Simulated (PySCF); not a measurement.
## Electron correlation in Ta⁵⁷⁺ (tantalum, charge +57)

[Ne] 3s2 3p4, high-spin 3P determinant. Computed with PySCF 2.14 in an even-tempered Gaussian basis (17 s from 14 bohr⁻², ratio 2.5; 12 p from 18 bohr⁻², ratio 2.5; 4 d from 76 bohr⁻², ratio 2.7; 4 f from 110 bohr⁻², ratio 2.7), with scalar relativity by spin-free X2C-1e. Frozen: 1s2; 14 electrons correlated; the 20 highest virtual orbitals of each spin left out.

```tsv
level	correlation energy (mhartree)
CCSD	-619.93
(T)	-0.63
CCSD(T)	-620.56
```

Diagnostics: T1 = 0.00030, D1 = 0.0014, largest double amplitude 0.014.

Q: Is a single reference adequate?

A: Yes, within this model without spin-orbit coupling: T1 lies below 0.03 and no double amplitude reaches 0.07.

At this charge the one-electron X2C treatment keeps the bare 1/r₁₂, with no two-electron picture change or Breit term. The effect here is smaller than on the frozen 1s shell; and a scalar Hamiltonian misses the large spin-orbit splitting of the p shells, which matters for ns² → np² pairs.

Spin-orbit coupling is strong in this species, so the high-spin LS determinant is a model state.
